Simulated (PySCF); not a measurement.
A geometry optimisation, step by step.

Species: CH₇B₂N.
Numbering: `[BH2:1][NH:2][BH:3][CH3:4]` (hydrogens: H5, H6 on B1; H7 on N2; H8 on B3; H9, H10, H11 on C4)

Method: PySCF 2.14.0, PBE0-D3(BJ)/def2-SVP geometry optimisation, gas phase; density fitting, grid level 1; the optimiser is geomeTRIC in internal coordinates, started from a GFN2-xTB structure with every atom displaced at random (about 0.01 Å). The frame can shift and turn from step to step; on so coarse a grid that alone can change the energy by a few meV, and forces under 0.02 eV/Å are noise.

Step 0: E = -3987.3783 eV, largest atomic force 2.420 eV/Å
```
atom  x, y, z in Å  |  force x, y, z in eV/Å
B1      2.147   -0.305   -0.109   -1.949   1.428   0.135
N2      0.814    0.229   -0.027    0.871  -0.255   0.009
B3     -0.429   -0.449   -0.199    0.764   0.988   0.277
C4     -1.746    0.329   -0.054   -1.283  -0.380   0.728
H5      3.036    0.431    0.043    0.955   0.650   0.200
H6      2.273   -1.409   -0.354    0.281  -1.889  -0.363
H7      0.754    1.219    0.184   -0.029   0.096   0.014
H8     -0.371   -1.587   -0.438   -0.063  -1.200  -0.273
H9     -2.362    0.255   -0.949   -0.220  -0.131  -0.506
H10    -2.399   -0.121    0.738    0.381   0.045  -0.335
H11    -1.679    1.382    0.190    0.290   0.647   0.115
```

Step 1: E = -3987.5283 eV, largest atomic force 0.678 eV/Å
```
atom  x, y, z in Å  |  force x, y, z in eV/Å
B1      2.087   -0.154   -0.550    0.419  -0.349   0.402
N2      0.844    0.288   -0.052   -0.218   0.205  -0.149
B3     -0.382   -0.440   -0.055   -0.238  -0.137  -0.095
C4     -1.772    0.230    0.248    0.232   0.086  -0.023
H5      3.029    0.611   -0.530   -0.085  -0.034  -0.183
H6      2.219   -1.319   -0.883   -0.075   0.280  -0.063
H7      0.783    1.267    0.220    0.022  -0.016  -0.004
H8     -0.319   -1.624   -0.327    0.006   0.106  -0.010
H9     -2.442    0.121   -0.624    0.057  -0.035   0.025
H10    -2.266   -0.311    1.067   -0.113  -0.064   0.109
H11    -1.725    1.300    0.514   -0.007  -0.042  -0.008
```

Step 2: E = -3987.5450 eV, largest atomic force 0.264 eV/Å
```
atom  x, y, z in Å  |  force x, y, z in eV/Å
B1      2.101   -0.161   -0.493   -0.033  -0.107  -0.239
N2      0.834    0.295   -0.058    0.071   0.065  -0.062
B3     -0.389   -0.443   -0.075   -0.013   0.018   0.078
C4     -1.766    0.229    0.254    0.016  -0.027   0.045
H5      3.039    0.602   -0.569   -0.044   0.020   0.125
H6      2.210   -1.311   -0.854    0.023   0.011   0.095
H7      0.764    1.277    0.196   -0.003  -0.010   0.020
H8     -0.323   -1.620   -0.356    0.010   0.037  -0.027
H9     -2.437    0.130   -0.616   -0.022  -0.011  -0.007
H10    -2.266   -0.321    1.071   -0.005   0.015  -0.025
H11    -1.712    1.294    0.530    0.000  -0.010  -0.003
```

Step 3: E = -3987.5512 eV, largest atomic force 0.098 eV/Å
```
atom  x, y, z in Å  |  force x, y, z in eV/Å
B1      2.103   -0.174   -0.502   -0.019   0.053  -0.025
N2      0.837    0.304   -0.085   -0.069   0.004  -0.070
B3     -0.391   -0.426   -0.087    0.023  -0.059   0.057
C4     -1.771    0.227    0.262    0.025   0.022   0.040
H5      3.035    0.596   -0.545    0.035  -0.016   0.033
H6      2.224   -1.331   -0.826   -0.013  -0.003   0.022
H7      0.778    1.287    0.168    0.018  -0.005   0.004
H8     -0.323   -1.599   -0.377    0.000  -0.013  -0.028
H9     -2.450    0.126   -0.603   -0.010  -0.004  -0.009
H10    -2.259   -0.333    1.079    0.020   0.013  -0.027
H11    -1.727    1.291    0.544   -0.009   0.008   0.002
```

Step 4: E = -3987.5528 eV, largest atomic force 0.161 eV/Å
```
atom  x, y, z in Å  |  force x, y, z in eV/Å
B1      2.100   -0.169   -0.506    0.013  -0.002   0.160
N2      0.825    0.305   -0.115    0.028  -0.020  -0.103
B3     -0.396   -0.436   -0.104    0.023   0.067   0.045
C4     -1.763    0.230    0.268   -0.048  -0.038  -0.002
H5      3.039    0.593   -0.510    0.007   0.011  -0.034
H6      2.230   -1.332   -0.797   -0.011  -0.020  -0.063
H7      0.761    1.288    0.138   -0.007  -0.003   0.000
H8     -0.332   -1.607   -0.404    0.001   0.000  -0.008
H9     -2.458    0.133   -0.585   -0.009   0.004   0.003
H10    -2.242   -0.329    1.091   -0.006   0.001   0.005
H11    -1.708    1.292    0.552    0.009  -0.001  -0.003
```

Step 5: E = -3987.5543 eV, largest atomic force 0.076 eV/Å
```
atom  x, y, z in Å  |  force x, y, z in eV/Å
B1      2.104   -0.173   -0.500    0.001  -0.029   0.070
N2      0.829    0.312   -0.125   -0.011   0.046  -0.040
B3     -0.396   -0.424   -0.106    0.018  -0.027   0.006
C4     -1.769    0.228    0.271    0.001   0.014  -0.011
H5      3.053    0.578   -0.503   -0.012   0.015  -0.006
H6      2.222   -1.336   -0.796    0.003  -0.019  -0.035
H7      0.770    1.296    0.126   -0.003   0.010   0.005
H8     -0.329   -1.595   -0.407   -0.006  -0.009  -0.003
H9     -2.466    0.126   -0.580    0.007   0.003   0.004
H10    -2.240   -0.335    1.094    0.003  -0.005   0.011
H11    -1.723    1.291    0.555    0.000   0.004   0.000
```

Step 6: E = -3987.5547 eV, largest atomic force 0.073 eV/Å
```
atom  x, y, z in Å  |  force x, y, z in eV/Å
B1      2.104   -0.181   -0.490    0.002   0.059  -0.043
N2      0.826    0.316   -0.137   -0.019  -0.031   0.001
B3     -0.396   -0.423   -0.112   -0.006   0.006   0.007
C4     -1.766    0.230    0.272   -0.010  -0.002  -0.011
H5      3.048    0.576   -0.486    0.026  -0.024   0.014
H6      2.220   -1.341   -0.802    0.001  -0.001   0.019
H7      0.768    1.300    0.113    0.004  -0.011   0.002
H8     -0.330   -1.595   -0.412   -0.003   0.001   0.002
H9     -2.469    0.126   -0.573    0.003   0.002   0.004
H10    -2.232   -0.332    1.100    0.003   0.000   0.006
H11    -1.718    1.293    0.554    0.002   0.001   0.000
```

Step 7: E = -3987.5551 eV, largest atomic force under 0.02 eV/Å
```
atom  x, y, z in Å  |  force x, y, z in eV/Å
B1      2.105   -0.179   -0.492   -0.008   0.002  -0.006
N2      0.825    0.314   -0.143   -0.001   0.006   0.002
B3     -0.398   -0.424   -0.115    0.006  -0.006  -0.002
C4     -1.767    0.231    0.273   -0.005   0.000  -0.005
H5      3.054    0.572   -0.478    0.002  -0.004   0.003
H6      2.223   -1.340   -0.799    0.002  -0.001   0.002
H7      0.767    1.298    0.108    0.000   0.001   0.002
H8     -0.334   -1.595   -0.414   -0.002   0.000   0.000
H9     -2.473    0.126   -0.569    0.001   0.001   0.002
H10    -2.229   -0.330    1.104    0.004   0.002   0.002
H11    -1.717    1.294    0.554    0.001   0.001   0.000
```

Task: Summarise the path.

Result: The energy falls by 0.1767 eV from step 0 to step 7; nine tenths of that is first reached at step 2. It falls at every step. The largest force goes from 2.420 to under 0.02 eV/Å. Among the bonds B1–H6 changes most, from 1.138 to 1.207 Å; the atoms move by 0.054 Å rms after alignment.

Task: Follow the three bonds and two angles with the largest change from start to end.

Result: 
```json
{"step": "0", "E above end (eV)": "0.1767", "largest force (eV/Å)": "2.420", "B1–H6 (Å)": "1.138", "B3–H8 (Å)": "1.164", "B1–H5 (Å)": "1.165", "C4–B3–H8 (°)": "123.9", "H10–C4–H11 (°)": "105.5"}
{"step": "1", "E above end (eV)": "0.0268", "largest force (eV/Å)": "0.678", "B1–H6 (Å)": "1.218", "B3–H8 (Å)": "1.216", "B1–H5 (Å)": "1.214", "C4–B3–H8 (°)": "120.3", "H10–C4–H11 (°)": "108.5"}
{"step": "2", "E above end (eV)": "0.0101", "largest force (eV/Å)": "0.264", "B1–H6 (Å)": "1.209", "B3–H8 (Å)": "1.212", "B1–H5 (Å)": "1.211", "C4–B3–H8 (°)": "120.9", "H10–C4–H11 (°)": "108.6"}
{"step": "3", "E above end (eV)": "0.0039", "largest force (eV/Å)": "0.098", "B1–H6 (Å)": "1.207", "B3–H8 (Å)": "1.211", "B1–H5 (Å)": "1.210", "C4–B3–H8 (°)": "120.5", "H10–C4–H11 (°)": "108.6"}
{"step": "4", "E above end (eV)": "0.0022", "largest force (eV/Å)": "0.161", "B1–H6 (Å)": "1.206", "B3–H8 (Å)": "1.211", "B1–H5 (Å)": "1.210", "C4–B3–H8 (°)": "121.1", "H10–C4–H11 (°)": "108.6"}
{"step": "5", "E above end (eV)": "0.0008", "largest force (eV/Å)": "0.076", "B1–H6 (Å)": "1.206", "B3–H8 (Å)": "1.211", "B1–H5 (Å)": "1.210", "C4–B3–H8 (°)": "120.7", "H10–C4–H11 (°)": "108.6"}
{"step": "6", "E above end (eV)": "0.0004", "largest force (eV/Å)": "0.073", "B1–H6 (Å)": "1.207", "B3–H8 (Å)": "1.211", "B1–H5 (Å)": "1.210", "C4–B3–H8 (°)": "120.8", "H10–C4–H11 (°)": "108.6"}
{"step": "7", "E above end (eV)": "0.0000", "largest force (eV/Å)": "under 0.02", "B1–H6 (Å)": "1.207", "B3–H8 (Å)": "1.211", "B1–H5 (Å)": "1.210", "C4–B3–H8 (°)": "120.8", "H10–C4–H11 (°)": "108.6"}
```

The cost below is that of the whole optimisation. Hardware: Arm Neoverse V1, one thread, no GPU, shared host. Cost: 18 s, 0.37 GiB resident at most.
